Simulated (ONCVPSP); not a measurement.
# Reading a pseudo-wave (C (Z = 6))

Columns: radius, all-electron u(r) and pseudo u(r) of the 2s shell (level -55.83 eV) of carbon in the configuration [He] 2s1; PBEsol, scalar-relativistic, ONCV scheme, ONCVPSP 4.0.1.

| r (bohr) | all-electron | pseudo |
| --- | --- | --- |
| 0.053 | -0.2954 | 0.0397 |
| 0.105 | -0.4153 | 0.0784 |
| 0.158 | -0.4256 | 0.1184 |
| 0.210 | -0.3666 | 0.1597 |
| 0.262 | -0.2665 | 0.2047 |
| 0.315 | -0.1416 | 0.2554 |
| 0.368 | -0.0069 | 0.3102 |
| 0.420 | 0.1259 | 0.3664 |
| 0.473 | 0.2560 | 0.4250 |
| 0.525 | 0.3746 | 0.4832 |
| 0.578 | 0.4844 | 0.5442 |
| 0.630 | 0.5797 | 0.6062 |
| 0.683 | 0.6641 | 0.6708 |
| 0.735 | 0.7345 | 0.7330 |
| 0.788 | 0.7942 | 0.7912 |
| 0.840 | 0.8413 | 0.8395 |
| 0.893 | 0.8784 | 0.8778 |
| 0.945 | 0.9046 | 0.9045 |
| 0.998 | 0.9220 | 0.9220 |
| 1.050 | 0.9307 | 0.9307 |
| 1.102 | 0.9321 | 0.9321 |
| 1.155 | 0.9269 | 0.9268 |
| 1.208 | 0.9158 | 0.9158 |
| 1.260 | 0.9001 | 0.9000 |
| 1.313 | 0.8799 | 0.8799 |
| 1.365 | 0.8567 | 0.8567 |

How many radial nodes do the two functions have?

The all-electron 2s function has n − l − 1 = 1; the pseudo-wave has 0, since the states of the same l below it are removed with the core.

At about which radius was the pseudo-wave matched?

1.00 bohr. The columns agree to 0.0005 from 0.94 bohr on; several derivatives are matched, so the curves merge somewhat inside the radius.

Is the pseudo-wave norm-conserving?

Yes: the ONCV scheme keeps the norm inside the radius equal to the all-electron one, which fixes the energy derivative of the logarithmic derivative at the level.
